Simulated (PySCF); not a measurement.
`C=C=C=CN(C)C`, C$_{6}$H$_{9}$N

Molfile (atoms numbered from 1):
```
C6H9N
     RDKit          3D

 16 15  0  0  0  0  0  0  0  0999 V2000
    4.0084   -0.2557    0.1167 C   0  0  0  0  0  0  0  0  0  0  0  0
    2.7390    0.0460   -0.1094 C   0  0  0  0  0  0  0  0  0  0  0  0
    1.5227    0.3337   -0.3287 C   0  0  0  0  0  0  0  0  0  0  0  0
    0.2537    0.6737   -0.5747 C   0  0  0  0  0  0  0  0  0  0  0  0
   -0.8613    0.0904   -0.0426 N   0  0  0  0  0  0  0  0  0  0  0  0
   -2.1407    0.3022   -0.6626 C   0  0  0  0  0  0  0  0  0  0  0  0
   -0.7167   -1.0704    0.7920 C   0  0  0  0  0  0  0  0  0  0  0  0
    4.8169    0.3360   -0.3229 H   0  0  0  0  0  0  0  0  0  0  0  0
    4.2848   -1.1049    0.7487 H   0  0  0  0  0  0  0  0  0  0  0  0
    0.0448    1.5156   -1.2469 H   0  0  0  0  0  0  0  0  0  0  0  0
   -2.3723   -0.4565   -1.4367 H   0  0  0  0  0  0  0  0  0  0  0  0
   -2.1674    1.2924   -1.1395 H   0  0  0  0  0  0  0  0  0  0  0  0
   -2.9404    0.2673    0.0940 H   0  0  0  0  0  0  0  0  0  0  0  0
   -1.5965   -1.1717    1.4449 H   0  0  0  0  0  0  0  0  0  0  0  0
    0.1804   -0.9624    1.4179 H   0  0  0  0  0  0  0  0  0  0  0  0
   -0.6080   -2.0026    0.2035 H   0  0  0  0  0  0  0  0  0  0  0  0
  1  2  2  0
  2  3  2  0
  3  4  2  0
  4  5  1  0
  5  6  1  0
  5  7  1  0
  1  8  1  0
  1  9  1  0
  4 10  1  0
  6 11  1  0
  6 12  1  0
  6 13  1  0
  7 14  1  0
  7 15  1  0
  7 16  1  0
M  END
```

Theory: TDDFT CAM-B3LYP/aug-cc-pVDZ excited states, vertical, gas phase (PySCF). Geometry: PBE0-D3(BJ)/def2-SVP.

(1) Give the one- and two-photon strengths of the lowest singlets.

## Answers

(1) δ for parallel linear polarisation; σ at the peak of a Lorentzian of half width 0.1 eV, single beam; Ω is circular over linear.
| state | E (eV) | f | photon λ (nm) | δ (au) | σ (GM) | Ω | main |
| --- | --- | --- | --- | --- | --- | --- | --- |
| S1 | 4.26 | 0.091 | 582 | 190 | 1.27 | 1.49 | HOMO→LUMO 0.51, HOMO→LUMO+8 0.12 |
| S2 | 4.42 | 0.502 | 561 | 152 | 1.09 | 1.06 | HOMO→LUMO+1 0.54, HOMO→LUMO 0.25 |
| S3 | 4.64 | 0.028 | 534 | 334 | 2.64 | 1.16 | HOMO→LUMO+1 0.26, HOMO→LUMO+2 0.11 |
| S4 | 4.76 | 0.010 | 521 | 42.3 | 0.35 | 1.22 | HOMO−1→LUMO+1 0.42, HOMO−1→LUMO 0.34 |
| S5 | 5.04 | 0.019 | 492 | 42.7 | 0.40 | 0.62 | HOMO→LUMO+2 0.43, HOMO→LUMO+3 0.31 |
| S6 | 5.16 | 0.003 | 481 | 109 | 1.06 | 1.32 | HOMO→LUMO+3 0.48, HOMO→LUMO+2 0.32 |

Among these, the strongest one-photon state is S2, the strongest two-photon state S3, with a dipole change of 2.1 D (relaxed, norm of the difference vector).
